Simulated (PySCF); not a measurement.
GeO, SMILES [O]=[Ge] (connectivity only; charge and spin as stated), charge +1, multiplicity 2.

Geometry: PBE0-D3(BJ)/def2-TZVPD. The spin state was assumed, not searched.

Computed with PBE/def2-TZVPD run with PySCF.

Gas-phase values at a fixed geometry.

```json
{
  "total_energy": "-2151.47708 hartree",
  "point_group": "C∞v",
  "α spin, highest occupied and lowest empty level": "-15.49 and -10.86 eV",
  "β spin, highest occupied and lowest empty level": "-15.12 and -14.52 eV",
  "dipole_moment_about_the_centre_of_nuclear_charge": "1.98 D",
  "⟨S²⟩": "0.755 (pure state 0.75)"
}
```
